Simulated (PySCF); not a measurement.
A run for PySCF: R-HF/3-21G on CH7AlO (a complex), monomers drawn apart or pushed together.

```python
from pyscf import gto, scf, dft, mp
from pyscf.data.elements import chemcore

mol = gto.M(
    atom='''
    Al   -0.93399048   -0.20950248    0.66319500
    H    -1.00403283   -1.79703820    0.73833161
    H    -0.19991915    0.49795950   -0.56239399
    H    -2.12697173    0.59237235    1.36059115
    C     1.16902142    0.02775074    4.72247769
    O     1.40209243    0.27551114    3.31702271
    H     2.11555184    0.06881142    5.25844085
    H     0.75186176   -0.97343697    4.78380306
    H     0.45835526    0.75034889    5.12196015
    H     1.84363499    1.12246794    3.18088184
    ''',
    basis='3-21g',
    charge=0, spin=0, verbose=3, max_memory=1800)
mf = scf.RHF(mol)
mf.conv_tol = 1e-8
mf.max_cycle = 100
mf.kernel()
if not mf.converged:
    mf = mf.newton().run(mf.mo_coeff, mf.mo_occ)
```

Output:

```
converged SCF energy = -356.690379390037
```

The calculation finished and met its thresholds.

Cost: very roughly 0.17 core-seconds.
